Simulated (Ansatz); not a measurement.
SiFClBr2, SMILES Br[Si](F)(Cl)Br.

Coordinates come from a B3LYP-D3(BJ)/def2-SVP optimisation.

Two levels are set side by side: PBE/def2-SVPD (Ansatz, an electronic-structure program) and PBE0/def2-SVPD (Ansatz). Energy differences of separate SCF runs at the same geometry; the states with an electron removed or added have multiplicity 2 and 2. Differences are taken from unrounded values.

```tsv
quantity	PBE
vertical ionisation energy (eV)	10.53
vertical singlet–triplet gap (eV)	5.32
```

Problem. These are the PBE values. What does PBE0 give? (Estimate from the structure and the level; the computed values follow.)

Solution. 
| quantity | PBE0 | PBE minus PBE0 |
|---|---|---|
| vertical ionisation energy (eV) | 11.03 | -0.51 |
| vertical singlet–triplet gap (eV) | 5.84 | -0.52 |
